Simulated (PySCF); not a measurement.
# Ni (nickel, neutral) across methods

[Ar] 3d10, closed-shell 1S (an excited configuration). Computed with PySCF 2.14 in aug-cc-pwCVTZ, with no relativity, point nucleus.

```tsv
method	E (hartree)	mean ε 3s (eV)	mean ε 3p (eV)	mean ε 3d (eV)	Σ⟨r²⟩ (bohr²)	⟨S²⟩
PBE0	-1508.003	-105.05	-66.396	-3.281	28.88	0.000
MN15	-1508.549	-99.220	-65.331	-4.282	28.05	0.000
UHF	-1506.66800	-121.80	-78.687	-7.248	26.17	0.000
PBE	-1508.029	-99.383	-62.237	-1.959	30.63	0.000
TPSSh	-1508.258	-102.57	-64.271	-2.277	29.82	0.000
r2SCAN	-1508.219	-102.73	-64.127	-1.789	30.06	0.000
LDA	-1505.626	-98.822	-62.095	-2.198	30.16	0.000
r2SCAN0	-1508.156	-107.40	-67.751	-3.228	28.54	0.000
```
